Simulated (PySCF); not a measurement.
**Exercise with solution: refractive index and permittivity of the vapour**

C₃H₆OSi, SMILES C#C[SiH2]CO.

Coordinates come from a TPSSh-D3(BJ)/def2-SVP optimisation. This is a generated structure with no PubChem entry under its InChIKey; it may be hypothetical. One conformer was computed; it need not be the lowest.

PBE/def2-TZVP (PySCF) gives a mean static polarisability of 66.1 bohr³ and a dipole moment of 1.82 D. Take an ideal gas at 298.15 K and 1 bar, whether or not the substance is that volatile.

Question: Work out n − 1 in the optical limit and the static ε − 1.

Answer: 
Polarisability volume α' = 66.1 × 0.148185 = 9.80 Å³. Number density N = p/kT = 2.43e-5 Å⁻³.
Dilute limit of Lorentz–Lorenz: n − 1 = 2π N α' = 0.0015.
Orientation term of Debye: μ²/(3kT) = 8.098 Å³ × μ²(D²) = 26.82 Å³.
ε − 1 = 4π N (α' + μ²/3kT) = 0.011. Orientation of the dipole supplies 73 % of the static response; it can't follow optical fields. Vibrational polarisation and dispersion are left out.
